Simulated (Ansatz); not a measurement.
Consider the atomization: `[Cl][GeH2][I]` → Cl• + Ge• + 2 H• + I•.

Calculated with Ansatz (gas phase, PBE0-D4/def2-TZVP geometries, no zero-point term in ΔE). CCSD(T)/CBS is the MP2 limit (def2-TZVPP, def2-QZVPP) plus CCSD(T) − MP2 in def2-TZVPP, frozen cores. This one scheme is used for every species, atoms too. DFT in def2-TZVPP. Open shells (•) are unrestricted, without spin–orbit coupling. Spin–orbit coupling would lower the free atoms: a little for Cl; clearly for Ge; strongly for I. Elements past krypton have def2 core potentials. Bonds to Ge, I are less sure, by a few kJ/mol each and by 10 to 20 or more in all where they break to atoms, as the def2 sets lack core-valence functions. Scalar relativity is left out up to krypton.

`[Cl][GeH2][I]`:

```xyz
5

Cl   -0.639    0.445    1.923
Ge    0.125    0.162   -0.061
I    -0.730   -2.003   -0.970
H    -0.405    1.306   -0.928
H     1.650    0.090    0.037
```

```
        species  BHLYP energy (Eh)
`[Cl][GeH2][I]`        -2836.13753
            Cl•         -460.15612
            Ge•        -2076.90401
             H•           -0.49854
             I•         -297.63822
```

(1) Work out ΔE.

Largest T1 diagnostic among the species: 0.009.

Answers

(1) ΔE = 2 × (-0.49854) + (-460.15612) + (-2076.90401) + (-297.63822) − (-2836.13753) = 0.44210 Eh = +277.4 kcal/mol. CCSD(T)/CBS gives +295.5 kcal/mol.

The D4 term adds +5.4 kcal/mol with B3LYP and +2.8 kcal/mol with PBE0; it sums over pairs of atoms, weighted by their polarisabilities, and B3LYP, whose exchange is more repulsive, gets the larger term. From BLYP to BHLYP (50 % exact exchange), in def2-TZVPP and without D4, ΔE moves by +1.0 kcal/mol.

B3LYP here is the variant with VWN-RPA as its local correlation; programs differ in this.

For atomizations the MP2-based limit and the directly extrapolated one differ by several kJ/mol either way, and by 10 to 25 for some Ge, Se and Sn compounds, so smaller differences from it don't rank the levels.
